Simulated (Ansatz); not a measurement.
Computed with Ansatz on PBE0-D4/def2-TZVP structures; ΔE is electronic, products minus reactants. CCSD(T)/CBS adds triple-zeta CCSD(T) − MP2 to the extrapolated MP2 energy (def2 sets, frozen cores). Functionals use def2-TZVPP. One conformer a species, not always the lowest.

Reaction (isomerisation): `[CH3][AlH][NH][SiH2]C` → `C[CH]([SiH3])[AlH][NH2]`

CCSD(T)/CBS gives +110.4 kJ/mol.

**Question.** Another level gave +115.3 kJ/mol. Which?
A. ωB97M-V/def2-TZVPP
B. B2PLYP/def2-TZVPP
C. PBE0-D4/def2-TZVPP
D. HF/def2-TZVPP

**Answer.** B. B2PLYP 115.3, PBE0-D4 105.6, ωB97M-V 111.3, HF/def2-TZVPP 122.8 kJ/mol.

Largest T1 diagnostic among the species: 0.011.

The D4 term adds −5.2 kJ/mol with B3LYP and −2.9 kJ/mol with PBE0; it sums over pairs of atoms, weighted by their polarisabilities, and B3LYP, whose exchange is more repulsive, gets the larger term. From PBE to PBE0 (25 % exact exchange), in def2-TZVPP and without D4, ΔE moves by +3.1 kJ/mol.

B3LYP here is the variant with VWN-RPA as its local correlation; programs differ in this.
